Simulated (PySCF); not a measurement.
W(O)2(Me)2 (C₂H₆O₂W), SMILES [CH3][W]([CH3])(=[O])=[O], multiplicity 1. Heavy atoms are numbered as in [W:1](=[O:2])(=[O:3])([CH3:4])[CH3:8]. Hydrogens are named by the atom that carries them.

The structure is a stationary point at B3LYP-D3(BJ)/def2-SVP. The spin state was assumed, not searched. The structure was generated by enumeration; whether it is a known compound was not checked. The def2 effective core potentials stand for the cores of W; spin–orbit coupling is left out.

Calculation: PBE/def2-TZVP run with PySCF.

ESP charges are fitted to the potential on shells at 1.4 to 2.0 van der Waals radii. Atomic charges (e), one atom of each kind:

| atom | ESP fit | Mulliken |
|---|---|---|
| W1 | 1.36 | 1.19 |
| O2 | -0.49 | -0.42 |
| C4 (CH3) | -0.79 | -0.67 |
| H on C4 | 0.20 | 0.16 |
